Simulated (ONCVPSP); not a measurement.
**zirconium (Zr) ONCV: all-electron and pseudo phase curves**

ONCVPSP 4.0.1 input, shortened (lines: element, Z, core and valence counts, functional; n l f; lmax; l rc ep ncon nbas qcut; lloc lpopt rc5 dvloc0; l nproj debl; icmod fcfact rcfact), PW91, scalar-relativistic:

```
  Zr 40.00    6    4  -109134      upf
    1    0    2.00
    2    0    2.00
    2    1    6.00
    3    0    2.00
    3    1    6.00
    3    2   10.00
    4    0    2.00
    4    1    6.00
    4    2    2.00
    5    0    2.00
    2
    0    2.30    0.00    5    8    5.00
    1    2.00    0.00    3    6    8.50
    2    3.15    0.00    4    8    5.80
    1    5    2.00    0.00
    0    2    1.40
    1    0    3.70
    2    1    2.10
    3    1.50    1.25
```

The phase is arctan(r·R′/R) of the radial function R(r), unwrapped; energies in Ha, scanned from -4 to 5 Ha. A pole is an energy at which the radial function vanishes at the test radius. The pseudo phase is shifted by a multiple of π to meet the all-electron one at the reference energy, and phase errors are pseudo minus all-electron; the curves can meet again beyond the range given. Levels narrower than the energy grid can be missing from the lists of poles.

| channel | radius (bohr) | reference energy (Ha) | poles, all-electron | poles, pseudo | unbroken range about the reference energy with phases within 0.05 rad | phase error 1 Ha above the reference energy (rad) |
| --- | --- | --- | --- | --- | --- | --- |
| s | 2.33 | -0.16 | -1.91, 2.49 | -1.91, 2.42 | below 3.6 | -0.002 |
| p | 2.03 | -1.19 | -0.77 | -0.77, 4.12 | below 0.4 | -0.015 |
| d | 3.21 | -0.13 | 0.02, 1.93 | 0.02, 2.10 | below 0.5 | +0.116 |

Phases in the p channel:

```csv
E (Ha),all-electron,pseudo
-3.98,1.319,1.318
-3.74,1.304,1.303
-3.50,1.286,1.284
-3.26,1.264,1.262
-3.02,1.236,1.233
-2.78,1.199,1.195
-2.54,1.146,1.141
-2.30,1.063,1.056
-2.06,0.913,0.903
-1.82,0.578,0.561
-1.58,-0.250,-0.266
-1.34,-1.051,-1.053
-1.10,-1.376,-1.376
-0.86,-1.529,-1.531
-0.62,-1.623,-1.629
-0.38,-1.695,-1.705
-0.14,-1.758,-1.775
0.10,-1.824,-1.851
0.34,-1.900,-1.947
0.58,-1.998,-2.085
0.82,-2.141,-2.312
1.06,-2.372,-2.725
1.30,-2.766,-3.353
1.54,-3.325,-3.878
1.78,-3.810,-4.170
2.02,-4.103,-4.333
2.26,-4.274,-4.434
2.50,-4.381,-4.503
2.74,-4.455,-4.553
2.98,-4.508,-4.592
3.22,-4.550,-4.624
3.46,-4.582,-4.651
3.70,-4.609,-4.675
3.94,-4.633,-4.697
4.18,-4.653,-4.717
4.42,-4.671,-4.737
4.66,-4.688,-4.758
4.90,-4.703,-4.779
```
